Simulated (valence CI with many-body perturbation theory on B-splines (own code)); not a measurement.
## E1 transitions of Cd³³⁺

Level of theory: relativistic CI+MBPT: five valence electrons over a frozen Dirac-Fock core [Ne], a basis of 9 s, 9 p, 8 d, 6 f, 3 g, 1 h functions for each j, with the one-electron correlation potential Σ1, the two-electron term Σ2, the three-electron term Σ3, Breit, model QED; selected CI, second order for the rest (own B-spline code, finite nucleus).

No measured spectrum was set against this ion. As an estimate, large intervals hold to a few tenths of a per cent, small ones and those within an open d or f shell to about a per cent. Among the levels kept, up to 600 cm⁻¹ of a level comes from second order outside the variational space, and about a tenth of that is noise between levels of different J, which matters for small intervals.

Lines 51 to 100 of 204 in falling wavelength, among levels below 2199600 cm⁻¹, chosen from the strongest by gf and those to the six lowest levels. Wavelengths and rates use the calculated energies. Electric multipoles are in the length gauge, E1 and E2 with the static RPA response of the core. Weak lines are less certain than strong ones. Lines between different terms over intervals too small for the method are left out, as are lines whose strength nearly cancels. The highest levels of a list are the least certain.

Levels are named by their leading jj configuration (3d3/2^4 stands for four electrons in 3d with j = 3/2), which in mixed levels can hold well under half, so a name can repeat and another be missing. Letters in brackets count levels of one name in rising energy.

```tsv
λ vac (Å)	Upper	Lower	A (s⁻¹)	S (a.u.) with core polarisation	S without
144.8	(3s 3p1/2^2 3p3/2 3d3/2) J=5/2	(3s 3p1/2 3p3/2^3) J=3/2	1.57e+08	1.41e-03	1.45e-03
144.7	(3s 3p1/2^2 3p3/2^2) J=5/2	(3s^2 3p1/2 3p3/2^2) J=3/2	3.09e+09	2.77e-02	2.83e-02
143.6	(3s 3p1/2^2 3p3/2 3d3/2) J=3/2 [a]	(3s 3p1/2 3p3/2^3) J=3/2	3.54e+08	2.07e-03	2.11e-03
142.9	(3s 3p1/2^2 3p3/2 3d3/2) J=7/2	(3s^2 3p1/2 3p3/2 3d3/2) J=5/2 [a]	4.00e+08	4.61e-03	4.71e-03
141.0	(3s 3p1/2^2 3p3/2 3d5/2) J=9/2	(3s^2 3p1/2 3p3/2 3d3/2) J=7/2	1.01e+08	1.40e-03	1.44e-03
139.1	(3s^2 3p1/2^2 3d3/2) J=3/2	(3s^2 3p1/2 3p3/2^2) J=3/2	1.88e+08	9.98e-04	1.02e-03
138.3	(3s 3p1/2^2 3p3/2^2) J=1/2	(3s^2 3p1/2 3p3/2^2) J=1/2	6.15e+09	1.60e-02	1.64e-02
134.4	(3s 3p1/2^2 3p3/2^2) J=3/2	(3s^2 3p1/2 3p3/2^2) J=1/2	4.52e+07	2.17e-04	2.21e-04
131.5	(3s 3p1/2 3p3/2^3) J=1/2	(3s^2 3p3/2^3) J=3/2	2.14e+09	4.81e-03	4.92e-03
130.5	(3s^2 3p1/2 3p3/2 3d5/2) J=5/2 [a]	(3s^2 3p3/2^3) J=3/2	7.53e+08	4.95e-03	5.07e-03
129.7	(3s^2 3p1/2 3p3/2 3d5/2) J=3/2 [a]	(3s^2 3p3/2^3) J=3/2	5.10e+08	2.19e-03	2.24e-03
129.6	(3p1/2^2 3p3/2^3) J=3/2	(3s 3p1/2 3p3/2^3) J=5/2	9.36e+09	4.02e-02	4.12e-02
129.2	(3s 3p1/2^2 3p3/2 3d5/2) J=5/2	(3s 3p1/2 3p3/2^3) J=5/2	2.55e+09	1.63e-02	1.67e-02
129.0	(3s 3p1/2^2 3p3/2 3d3/2) J=3/2 [b]	(3s^2 3p1/2 3p3/2 3d3/2) J=1/2 [a]	4.41e+08	1.87e-03	1.91e-03
127.9	(3s 3p1/2^2 3p3/2 3d3/2) J=3/2 [b]	(3s^2 3p1/2 3p3/2 3d3/2) J=5/2 [a]	3.69e+09	1.52e-02	1.56e-02
126.4	(3s 3p1/2^2 3p3/2 3d3/2) J=3/2 [b]	(3s 3p1/2 3p3/2^3) J=3/2	6.03e+08	2.40e-03	2.46e-03
123.1	(3s^2 3p1/2 3p3/2 3d3/2) J=3/2 [b]	(3s^2 3p3/2^3) J=3/2	1.54e+08	5.69e-04	5.83e-04
123.0	(3s 3p1/2^2 3p3/2^2) J=3/2	(3s^2 3p1/2 3p3/2^2) J=5/2	5.10e+09	1.87e-02	1.92e-02
121.8	(3p1/2^2 3p3/2^3) J=3/2	(3s^2 3p1/2 3p3/2 3d3/2) J=1/2 [a]	7.50e+08	2.67e-03	2.74e-03
121.1	(3p1/2^2 3p3/2^3) J=3/2	(3s^2 3p1/2 3p3/2 3d3/2) J=3/2 [a]	4.26e+09	1.49e-02	1.53e-02
120.8	(3s^2 3p1/2^2 3d5/2) J=5/2	(3s^2 3p1/2 3p3/2^2) J=5/2	4.70e+08	2.45e-03	2.51e-03
120.8	(3s 3p1/2^2 3p3/2 3d5/2) J=5/2	(3s^2 3p1/2 3p3/2 3d3/2) J=3/2 [a]	2.19e+09	1.14e-02	1.17e-02
120.8	(3p1/2^2 3p3/2^3) J=3/2	(3s^2 3p1/2 3p3/2 3d3/2) J=5/2 [a]	1.90e+09	6.59e-03	6.74e-03
119.6	(3s^2 3p1/2 3p3/2 3d3/2) J=5/2 [b]	(3s^2 3p3/2^3) J=3/2	1.20e+09	6.09e-03	6.24e-03
119.4	(3p1/2^2 3p3/2^3) J=3/2	(3s 3p1/2 3p3/2^3) J=3/2	1.33e+09	4.46e-03	4.56e-03
119.1	(3s 3p1/2^2 3p3/2 3d5/2) J=5/2	(3s 3p1/2 3p3/2^3) J=3/2	1.20e+09	6.01e-03	6.14e-03
119.1	(3s 3p1/2^2 3p3/2 3d3/2) J=5/2	(3s^2 3p1/2^2 3d5/2) J=5/2	1.07e+09	5.35e-03	5.46e-03
118.5	(3s^2 3p1/2 3p3/2 3d3/2) J=1/2 [b]	(3s^2 3p3/2^3) J=3/2	1.61e+08	2.65e-04	2.72e-04
118.3	(3s 3p1/2^2 3p3/2 3d3/2) J=3/2 [a]	(3s^2 3p1/2^2 3d5/2) J=5/2	3.48e+08	1.14e-03	1.16e-03
117.9	(3s 3p1/2^2 3p3/2^2) J=1/2	(3s^2 3p1/2 3p3/2^2) J=3/2	8.22e+07	1.33e-04	1.37e-04
117.1	(3s 3p1/2^2 3p3/2 3d3/2) J=5/2	(3s 3p1/2^2 3p3/2^2) J=3/2	1.07e+09	5.07e-03	5.18e-03
116.6	(3s 3p1/2^2 3p3/2 3d3/2) J=7/2	(3s^2 3p1/2^2 3d5/2) J=5/2	9.18e+08	5.75e-03	5.88e-03
116.3	(3s 3p1/2^2 3p3/2 3d3/2) J=3/2 [a]	(3s 3p1/2^2 3p3/2^2) J=3/2	1.34e+09	4.16e-03	4.25e-03
116.2	(3s 3p1/2^2 3p3/2 3d3/2) J=1/2	(3s 3p1/2^2 3p3/2^2) J=3/2	8.51e+08	1.32e-03	1.34e-03
115.1	(3s 3p1/2^2 3p3/2^2) J=3/2	(3s^2 3p1/2 3p3/2^2) J=3/2	2.17e+09	6.53e-03	6.68e-03
113.6	(3s 3p1/2^2 3p3/2 3d3/2) J=3/2 [a]	(3s 3p1/2^2 3p3/2^2) J=1/2	8.10e+08	2.34e-03	2.39e-03
113.2	(3s^2 3p1/2^2 3d5/2) J=5/2	(3s^2 3p1/2 3p3/2^2) J=3/2	8.30e+08	3.57e-03	3.65e-03
111.4	(3s^2 3p1/2 3p3/2 3d5/2) J=3/2 [b]	(3s^2 3p3/2^3) J=3/2	2.09e+09	5.70e-03	5.83e-03
110.2	(3s 3p1/2 3p3/2^3) J=3/2	(3s^2 3p1/2 3p3/2^2) J=1/2	1.47e+08	3.87e-04	3.97e-04
109.8	(3s^2 3p1/2 3p3/2 3d5/2) J=5/2 [b]	(3s^2 3p3/2^3) J=3/2	9.80e+08	3.84e-03	3.93e-03
108.8	(3s^2 3p1/2 3p3/2 3d3/2) J=3/2 [a]	(3s^2 3p1/2 3p3/2^2) J=1/2	2.14e+07	5.44e-05	5.51e-05
108.6	(3s^2 3p1/2 3p3/2 3d5/2) J=3/2 [c]	(3s^2 3p3/2^3) J=3/2	4.23e+09	1.07e-02	1.09e-02
108.3	(3s^2 3p1/2 3p3/2 3d3/2) J=1/2 [a]	(3s^2 3p1/2 3p3/2^2) J=1/2	1.65e+08	2.07e-04	2.13e-04
106.4	(3s 3p1/2^2 3p3/2 3d3/2) J=3/2 [b]	(3s^2 3p1/2^2 3d5/2) J=5/2	5.32e+08	1.27e-03	1.30e-03
104.8	(3s 3p1/2^2 3p3/2 3d3/2) J=3/2 [b]	(3s 3p1/2^2 3p3/2^2) J=3/2	3.95e+09	8.97e-03	9.17e-03
103.1	(3s^2 3p1/2 3p3/2 3d5/2) J=1/2	(3s^2 3p3/2^3) J=3/2	1.17e+08	1.26e-04	1.28e-04
102.4	(3s 3p1/2 3p3/2^3) J=3/2	(3s^2 3p1/2 3p3/2^2) J=5/2	8.15e+08	1.73e-03	1.77e-03
101.5	(3s^2 3p1/2 3p3/2 3d3/2) J=5/2 [a]	(3s^2 3p1/2 3p3/2^2) J=5/2	2.08e+06	6.45e-06	6.99e-06
101.2	(3s^2 3p1/2 3p3/2 3d3/2) J=3/2 [a]	(3s^2 3p1/2 3p3/2^2) J=5/2	5.37e+08	1.10e-03	1.13e-03
101.2	(3s 3p1/2^2 3p3/2 3d5/2) J=5/2	(3s^2 3p1/2^2 3d5/2) J=5/2	1.40e+09	4.30e-03	4.41e-03
```
